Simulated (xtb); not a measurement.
Si(CF3)(Cl)(H)2 (CH₂ClF₃Si), SMILES FC(F)([SiH2]Cl)F. All values are semi-empirical tight-binding results from xtb (GFN2-xTB unless named), good for trends rather than for accurate numbers. Geometry: GFN2-xTB.

Optimised geometry:

```xyz
8

Si     0.9313    -0.5963     0.2617
Cl     1.8339     0.9999    -0.4972
C     -0.9906    -0.2549     0.1357
F     -1.4050    -0.0475    -1.1299
F     -1.3780     0.8272     0.8395
F     -1.7245    -1.2843     0.6029
H      1.1293    -1.8049    -0.5254
H      1.1676    -0.7739     1.6873
```

Question: Estimate the properties. (An estimate is asked for; the answer gives what the named calculation found.)

Answer: 
The point group as xtb finds it is Cs and the orbital gap is 5.61 eV. The dipole moment comes out as 3.75 D. The zero-point energy comes out as 19.2 kcal/mol, the G − E(el) at 298.15 K (modified RRHO) is -1.2 kcal/mol and the static polarisability (D4 model) comes out as 60.0 bohr³. The solvation energy, GFN2-xTB/ALPB(water) is -3.1 kcal/mol and the solvation energy, GFN2-xTB/ALPB(thf) comes out as -4.2 kcal/mol.

Computed atomic charges and the Wiberg bond orders between heavy atoms:
charges (e) Si1 0.48, Cl2 -0.12, C3 0.35, F4 -0.22, F5 -0.22, F6 -0.23, H7 -0.02, H8 -0.02. Bond orders Si1–Cl2 1.29, Si1–C3 0.73, C3–F4 0.96, C3–F5 0.96, C3–F6 0.96.
